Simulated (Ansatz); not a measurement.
Results of the Gaussian-basis code of Ansatz.

BH$_{3}$Te, SMILES `B[TeH]` at its PBE0-D4/def2-TZVP geometry, where that method's forces vanish. Total charge 0; spin multiplicity 1. Te: def2 effective core potential.

| atom | x (Å) | y (Å) | z (Å) |
| --- | --- | --- | --- |
| B1 | 0.5748 | -0.4040 | -0.1757 |
| Te2 | -1.2195 | 0.5990 | -0.5978 |
| H3 | 1.0289 | -0.3941 | 0.9231 |
| H4 | 1.0904 | -0.9673 | -1.0897 |
| H5 | -1.4746 | 1.1664 | 0.9401 |

Q: For each bond, give half the difference of the two atoms' forces along it (eV/Å; positive pushes the atoms apart) under PBE-D4, r2SCAN-D4, B3LYP-D4, ωB97M-V in def2-TZVPP. (Estimate.)

A: The calculation gave: 
```
  bond  length (Å)  PBE-D4  r2SCAN-D4  B3LYP-D4  ωB97M-V
B1–Te2       2.098    0.08       0.09      0.26     0.03
 B1–H3       1.189    0.05      -0.05     -0.15    -0.10
 B1–H4       1.191    0.06      -0.05     -0.15    -0.11
Te2–H5       1.659    0.26       0.03      0.07    -0.14
```

B3LYP here is the variant with VWN-RPA as its local correlation; programs differ in this.
